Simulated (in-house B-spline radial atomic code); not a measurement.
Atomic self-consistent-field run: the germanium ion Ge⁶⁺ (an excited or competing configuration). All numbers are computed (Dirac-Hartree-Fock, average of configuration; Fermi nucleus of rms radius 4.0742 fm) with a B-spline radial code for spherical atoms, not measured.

Command:
```bash
python run_scf.py task.json out
```
Settings (nuclear radius in fm, mass in u):
```
Z                32
configuration    [Ne] 3s2 3p5 3d8 7g1
hamiltonian      dirac
method           hf
spin_polarised   False
nucleus          fermi
rms_radius       4.0742
atomic_mass      73.92118
speed_of_light   137.035999084
```

Output (hartree, bohr):
```
 radial grid: 72 intervals, B-splines of order 8, outer radius 36.5672 bohr

 iter        energy (Eh)    residual
    1      -2051.2667109    1.15e+00
    2      -2072.0698218    6.56e-01
    3      -2077.3223949    2.09e-01
    4      -2077.8588145    6.04e-02
    5      -2077.8962130    2.60e-02
    6      -2077.9064268    1.44e-03
    7      -2077.9064488    1.88e-05
    8      -2077.9064488    9.24e-07
    9      -2077.9064488    7.83e-08

 total energy                    -2077.906449
 kinetic                           2123.26126
 electron-nucleus                 -4890.19799
 electron-electron                  689.03028

 first-order corrections (not in the total)
   Gaunt                            1.03958
   retardation                     -0.09641
   frequency dependence            -0.00379
   self-energy                      0.70147
   Uehling                         -0.06707
   Wichmann-Kroll                   0.00061
   recoil                           0.01148

 orbital      occ     eigenvalue          <r>       <r^2>       <1/r>     <1/r^3>       r_max    small
 1s1/2      2.000     -416.53180    0.0469745  0.00296997     32.3889           -     0.03073  1.34e-02
 2s1/2      2.000      -58.79970     0.208791   0.0514694     7.18598           -      0.1756  2.62e-03
 2p1/2      2.000      -52.68665     0.181204   0.0403313     7.10784           -      0.1393  2.58e-03
 2p3/2      4.000      -51.50084     0.184742   0.0417946     6.91709     956.422      0.1422  2.53e-03
 3s1/2      2.000      -12.18660     0.604797    0.419105     2.35549           -      0.5353  6.28e-04
 3p1/2      1.667      -10.16795     0.611577    0.435599      2.2521           -      0.5294  5.88e-04
 3p3/2      3.333       -9.98936     0.619841    0.447191     2.21044     140.723      0.5368  5.77e-04
 3d3/2      3.200       -6.48101     0.628034    0.477205     1.98247     17.6292      0.4805  4.78e-04
 3d5/2      4.800       -6.45399     0.630915    0.481408     1.97198     17.1932      0.4827  4.75e-04
 7g7/2      0.444       -0.50048      9.05705     92.7436    0.143332   0.0113728       10.06  1.34e-05
 7g9/2      0.556       -0.50047      9.05719     92.7464    0.143329   0.0113712       10.06  1.34e-05
```

Run time, properties included: 1.5 s on 1 thread of Arm Neoverse V1, on a shared host.

For the Dirac Hamiltonian the kinetic term is c α·p + (β - 1)c².
